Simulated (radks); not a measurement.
Results of a calculation; reference values are marked as such.
Question: Neutral krypton, [Kr]. Level of theory: non-relativistic Kohn-Sham, exchange-only PBE, spin-polarised, spherical densities, point nucleus (a radial shooting solver on a logarithmic mesh with Libxc functionals). Every spin shell is full or empty, so the densities are truly spherical. Functionals are evaluated on that one density, not self-consistently. Rank these exchange functionals by their error against the exact value of the orbitals, and give that value: LDA, B88, PBE, PBEsol, revPBE, SOGGA, G96, EV93, SCAN, Tao-Mo, MVS.

Answer: Exact: -93.7084 hartree. From best to worst, with 100 (|E| - |E exact|)/|E exact| (equal figures are ties): EV93 -0.01, MVS +0.06, B88 +0.08, revPBE -0.21, SCAN +0.27, G96 +0.34, PBE -0.40, Tao-Mo -0.65, PBEsol -2.50, SOGGA -2.52, LDA -5.51.
